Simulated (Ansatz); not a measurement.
Reaction (hydrogenolysis of a Ga–C bond): `[CH3][Ga]([F])[I]` + H₂ → `[F][GaH][I]` + CH₄

Isolated molecules relaxed with PBE0-D4/def2-TZVP in Ansatz; ΔE leaves out vibrations. CBS: MP2 limit from def2 TZ/QZ plus the TZ coupled-cluster correction, frozen cores. This one scheme is used for every species. Functionals use def2-TZVPP. def2 core potentials past Kr. For Ga, I outer-core shells are correlated without core-valence functions, which leaves a few kJ/mol of doubt a bond. Scalar relativity is left out up to krypton.

CCSD(T)/CBS gives -0.19 eV.

Task: Another level gave -0.30 eV. Which?
A. CAM-B3LYP-D4/def2-TZVPP
B. CAM-B3LYP/def2-TZVPP
C. PBE-D4/def2-TZVPP
D. HF/def2-TZVPP

Result: A. CAM-B3LYP-D4 -0.30, CAM-B3LYP -0.34, HF/def2-TZVPP -0.48, PBE-D4 -0.22 eV.

Largest T1 diagnostic among the species: 0.012.

Leaving LDA and LC-ωPBE aside and taking each functional with its dispersion term where it has one, the values, not all of them listed here, spread over 0.19 eV, from B97M-V to revPBE-D4. The D4 term adds +0.07 eV with B3LYP and +0.04 eV with PBE0; it sums over pairs of atoms, weighted by their polarisabilities, and B3LYP, whose exchange is more repulsive, gets the larger term. From BLYP to BHLYP (50 % exact exchange), in def2-TZVPP and without D4, ΔE moves by −0.06 eV.

B3LYP here is the variant with VWN-RPA as its local correlation; programs differ in this.
